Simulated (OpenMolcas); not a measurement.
**Tm IV: terms and fine structure**

```json
{"Program": "OpenMolcas", "Method": "CASSCF", "Basis": "ANO-RCC-VTZP [8s7p5d3f2g1h]", "Scalar Hamiltonian": "DKH2, point nucleus", "Active space": "12 electrons in 7 orbitals (4f)", "State averaging": "2S+1 = 3 even, 21 roots; 2S+1 = 1 even, 27 roots kept (CI in the orbitals of an earlier block)", "Spin-orbit coupling": "state interaction with AMFI integrals over the reference wave functions, term energies averaged over their components"}
```

With spin-orbit coupling, above the lowest level:

```tsv
Configuration	Term	J	E (eV)	Measured (eV)	g	Term weight %	Second
4f12	3H	6	0.0000	0.0000	1.166	99	
4f12	3F	4	0.8448		1.108	53	35 1G
4f12	3H	5	1.0296	1.0187	1.033	100	
4f12	3H	4	1.6492	1.5557	0.968	59	34 3F
4f12	3F	3	2.0239	1.7867	1.084	100	
4f12	3F	2	2.1937	1.8709	0.718	85	14 1D
4f12	1G	4	2.7208	2.6253	0.974	58	29 3H
4f12	1D	2	4.2771		1.090	60	27 3P
4f12	1I	6	5.1445	4.3803	1.001	99	
4f12	3P	1	5.6697		1.501	100	
4f12	3P	2	5.7572	4.7774	1.358	73	26 1D
4f12	3P	0	5.8359			100
```

Against the 7 measured excited levels shown (the list in Tchang-Brillet, Wyart, Meftah and Ait Mammar, Atoms 6, 52 (2018)) the mean absolute deviation is 2900 cm-1; the largest miss in energy is 4f12 3P2 [73 %]: computed 5.7572, measured 4.7774 eV (+20.5 %).

Spin-orbit coupling puts the lowest level 0.8634 eV below the lowest spin-free term.

Without dynamic correlation excited terms often stand tens of per cent too high (terms of higher spin than the ground term too low), and those without a measured partner can miss by more than the paired ones. Terms from blocks run as CI alone lack orbitals of their own. Measured partners are found by configuration, term and J. A level has none where our copy of the source lacks it or the pairing is in doubt (some pairs that miss far off the trend of their configuration count as doubtful), and it then counts in no deviation. Only configurations of the active space appear. The first state left out of the spin-orbit step lies near 83000 cm-1 above the lowest spin-free state of the reference (among the parities and spins computed), and the list stops at four fifths of that energy or lower.

The RASSCF and RASSI steps took 11 s on 1 thread of Arm Neoverse V1, with other jobs on the host; the integral step is not counted.

The term weight is that of the spin-free term in the level, not the purity of its configuration. A share in square brackets marks a mixed level and gives the weight of the term that names it.
